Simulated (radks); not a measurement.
Correlation energies from several functionals, in hartree. Species: Hg [Hg]; Li+ [He]; Hg [Hg]. Calculated with a radial shooting solver on a logarithmic mesh with Libxc functionals: non-relativistic Kohn-Sham, r2SCAN, spin-polarised, spherical densities, point nucleus; meta-GGA in the generalised Kohn-Sham scheme. Every spin shell is full or empty, so the densities are truly spherical. Functionals are evaluated on that one density, not self-consistently.

functional,Hg,Li+,Hg
PW92,-8.3229,-0.13441,-8.3229
PZ,-8.3297,-0.13378,-8.3297
Wigner,-4.3263,-0.10144,-4.3263
Chachiyo,-8.2312,-0.13115,-8.2312
PBEsol,-5.4895,-0.056285,-5.4895
LYP,-4.3445,-0.047626,-4.3445
P86,-5.5126,-0.045015,-5.5126
PW91,-5.2599,-0.050278,-5.2599
OP (B88),-4.2559,-0.060671,-4.2559
TPSS,-4.9037,-0.045463,-4.9037
revTPSS,-4.9465,-0.048200,-4.9465
SCAN,-4.9423,-0.040273,-4.9423
r2SCAN,-4.9575,-0.040273,-4.9575
B95,-6.0738,-0.050074,-6.0738
Tao-Mo,-4.7954,-0.030810,-4.7954
